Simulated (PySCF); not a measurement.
**Computed structure and properties of ReO3Br**

System: ReO3Br (singlet); start: template (C3v). Method: PySCF 2.14.0, RKS B3LYP, Re def2-SVP with ECP60, O def2-SVP, Br def2-SVP; non-relativistic Hamiltonian with scalar-relativistic core potentials where named; density fitting; no spin-orbit coupling.

Input of the relaxation:

```python
mol = gto.M(atom='''
Re     0.29668    -0.29668     0.29668
O      1.15118     0.55782     1.15118
O     -0.55782    -1.15118     1.15118
O      1.15118    -1.15118    -0.55782
Br    -1.05642     1.05642    -1.05642''',
    basis={'Re': 'def2-SVP', 'O': 'def2-SVP', 'Br': 'def2-SVP'},
    ecp={'Re': 'def2-SVP'},
    charge=0, spin=0)
mf = dft.RKS(mol, xc='B3LYP')
mf.grids.atom_grid = (50, 194)
mf = mf.density_fit()  # fitting sets: Re def2-universal-JKFIT, O def2-universal-JKFIT, Br def2-universal-JKFIT
mf.conv_tol = 1e-08; mf.max_cycle = 55
mf.kernel(dm0)  # dm0: converged density of the start geometry
# quasi-Newton relaxation in Cartesian coordinates to a largest gradient under 0.00045 Eh/bohr, steps kept in the point group
```

Run from Python with OMP_NUM_THREADS=2; the lines above give its settings. Where DIIS fails, smearing, a level shift and second-order steps follow.
It took 20 s on 2 threads of Arm Neoverse V2, on a shared host, from the converged density of the start.

Course of the relaxation:

```json
{"step": "0", "energy above end (eV)": "7.2092", "largest force component within the symmetry (eV/Å)": "15.245"}
{"step": "1", "energy above end (eV)": "0.3729", "largest force component within the symmetry (eV/Å)": "3.644"}
{"step": "2", "energy above end (eV)": "0.0064", "largest force component within the symmetry (eV/Å)": "0.443"}
{"step": "3", "energy above end (eV)": "0.0008", "largest force component within the symmetry (eV/Å)": "0.130"}
{"step": "4", "energy above end (eV)": "0.0000", "largest force component within the symmetry (eV/Å)": "0.011"}
{"step": "5", "energy above end (eV)": "0.0000", "largest force component within the symmetry (eV/Å)": "0.004"}
```

Relaxed geometry (C3v):

```xyz
5

Re    0.2765   -0.2765    0.2765
O     1.2628    0.7022    1.2628
O    -0.7022   -1.2628    1.2628
O     1.2628   -1.2628   -0.7022
Br   -1.1152    1.1152   -1.1152
```

```csv
contact,Å
Re1–O2 (O),1.704
Re1–O3 (O),1.704
Re1–O4 (O),1.704
Re1–Br5 (Br),2.411
```

On the finer grid (75, 302):

The HOMO is -9.46 eV, the LUMO is -3.69 eV and the dipole about the centre of mass is 2.00 D. The set of Mulliken populations of Re1 outside the core potential is s 2.49, p 6.40, d 4.79, f 0.21. The D3(BJ) dispersion energy (not in the energies) is -0.291 eV.

```
atom  Mulliken (e)  Löwdin (e)  spin (e)
 Re1          1.12        0.16      0.00
  O2         -0.31       -0.11      0.00
  O3         -0.31       -0.11      0.00
  O4         -0.31       -0.11      0.00
 Br5         -0.18        0.17      0.00
```

On the grid (50, 194), as all that follows. Harmonic modes: a minimum; lowest 167 cm⁻¹ (negative: unstable), highest 1038 cm⁻¹, zero-point energy 0.288 eV.

Rigid scan of O along the line from its metal:

(distance to O2 (Å), energy (eV)): (1.40, 4.418), (1.50, 1.610), (1.60, 0.333), (1.70, 0.000), (1.80, 0.234), (1.90, 0.793), (2.00, 1.519), (2.15, 2.721)

Taking off one Br (charge -1, singlet; the rest: singlet) in vacuum, both parts rigid, costs 11.38 eV; the small basis without counterpoise inflates it. Most of it is the attraction of opposite charges; other ways to part are cheaper, and one spin state was tried for the rest.

Rigid scan of Br along the line from its metal:

| distance to Br5 (Å) | energy (eV) |
| --- | --- |
| 2.11 | 1.095 |
| 2.21 | 0.418 |
| 2.31 | 0.089 |
| 2.41 | 0.000 |
| 2.51 | 0.066 |
| 2.61 | 0.235 |
| 2.81 | 0.737 |
| 3.11 | 1.603 |
| 3.51 | 2.622 |
| 4.01 | 3.536 |

One start shape was tried, so this needn't be the lowest isomer.
